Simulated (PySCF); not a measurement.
Bi(H)(SiH3)2 (BiH7Si2), SMILES [SiH3][BiH][SiH3].

The structure is a stationary point at PBE-D3(BJ)/def2-SVP. The structure was generated by enumeration; whether it is a known compound was not checked. The def2 effective core potentials stand for the cores of Bi; spin–orbit coupling is left out.

These are PBE-D3(BJ)/def2-SVP (PySCF 2.14.0) values and carry that method's errors.

Frequencies are harmonic and unscaled.

Computed harmonic wavenumbers and intensities:
| mode | ν (cm⁻¹) | IR (km/mol) | moving atoms (share of kinetic energy) |
|---|---|---|---|
| 1 | 59 | 0.0 | H 98 % |
| 2 | 69 | 0.3 | H 49 %, Si 45 % |
| 3 | 99 | 0.2 | H 66 %, Si 30 % |
| 4 | 268 | 0.0 | Si 79 %, Bi 12 %, H 8 % |
| 5 | 268 | 1.0 | Si 78 %, Bi 13 %, H 9 % |
| 6 | 370 | 4.9 | H 98 % |
| 7 | 373 | 8.2 | H 98 % |
| 8 | 444 | 0.4 | H 93 % |
| 9 | 499 | 0.1 | H 88 %, Si 11 % |
| 10 | 554 | 15.3 | H 92 % |
| 11 | 562 | 16.2 | H 92 % |
| 12 | 799 | 437.5 | H 92 % |
| 13 | 836 | 233.1 | H 92 %, Si 8 % |
| 14 | 901 | 30.0 | H 97 % |
| 15 | 903 | 11.2 | H 97 % |
| 16 | 905 | 27.7 | H 97 % |
| 17 | 906 | 52.5 | H 97 % |
| 18 | 1738 | 144.6 | H 100 % |
| 19 | 2140 | 107.3 | H 99 % |
| 20 | 2142 | 43.2 | H 99 % |
| 21 | 2160 | 50.2 | H 96 % |
| 22 | 2162 | 109.6 | H 96 % |
| 23 | 2164 | 31.1 | H 96 % |
| 24 | 2168 | 113.8 | H 96 % |
